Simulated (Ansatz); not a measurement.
Mulliken charges of H5NOSiZn, SMILES `O[SiH2][NH][ZnH]` from ωB97M-V/def2-TZVPP in Ansatz (PBE0-D4/def2-TZVP geometry).

```json
{"atom": "O1", "x (Å)": "-0.723", "y (Å)": "0.004", "z (Å)": "-1.170", "charge (e)": "-0.420"}
{"atom": "Si2", "x (Å)": "0.456", "y (Å)": "0.862", "z (Å)": "-0.348", "charge (e)": "0.496"}
{"atom": "N3", "x (Å)": "0.683", "y (Å)": "-0.179", "z (Å)": "0.959", "charge (e)": "-0.400"}
{"atom": "Zn4", "x (Å)": "-0.513", "y (Å)": "-1.587", "z (Å)": "0.899", "charge (e)": "0.293"}
{"atom": "H5", "x (Å)": "-1.394", "y (Å)": "0.495", "z (Å)": "-1.644", "charge (e)": "0.181"}
{"atom": "H6", "x (Å)": "1.661", "y (Å)": "1.068", "z (Å)": "-1.201", "charge (e)": "-0.072"}
{"atom": "H7", "x (Å)": "-0.108", "y (Å)": "2.213", "z (Å)": "-0.050", "charge (e)": "-0.076"}
{"atom": "H8", "x (Å)": "1.487", "y (Å)": "-0.144", "z (Å)": "1.562", "charge (e)": "0.088"}
{"atom": "H9", "x (Å)": "-1.460", "y (Å)": "-2.778", "z (Å)": "0.977", "charge (e)": "-0.091"}
```

Q: By hand: the dipole of these point charges (1 e Å = 4.8032 D).

A: Σ q r = (0.006, 0.117, 0.040) e Å, of length 0.124 e Å = 0.60 D.

Q: How does the dipole of the full density compare? (Best estimate.)

A: Computed: (-0.012, 0.147, 0.001) e Å, 0.71 D; the point charges give 0.85 times that, at 20° from its direction.

Point charges leave out the atoms' own dipoles, such as those of lone pairs, and Mulliken's split depends on the basis, so the two needn't agree.
